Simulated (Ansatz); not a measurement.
Input file for Ansatz (an electronic-structure program): R-PBE0/def2-TZVPP on aminoborane (SMILES BN), a point of a torsion scan.

Ansatz 0.2 input:
```yaml
crystal:
  periodic: [false, false, false]
  atoms:
    - {symbol: B, position_ang: [0.68138867, 0.00606300, -0.14657673]}
    - {symbol: N, position_ang: [-0.74042829, -0.02951357, -0.18486099]}
    - {symbol: H, position_ang: [1.34220208, -0.95770597, -0.28613395]}
    - {symbol: H, position_ang: [1.16976277, 0.94957059, 0.35766410]}
    - {symbol: H, position_ang: [-1.27223705, -0.15431505, 0.65852232]}
    - {symbol: H, position_ang: [-1.08016497, -0.77418514, -0.79239495]}
basis:
  gaussian:
    orbitals: def2-TZVPP
hamiltonian:
  xc: {name: PBE0}
scf: {lower_state_search: off}
```

What total energy does the run end on?

-81.9291 hartree.
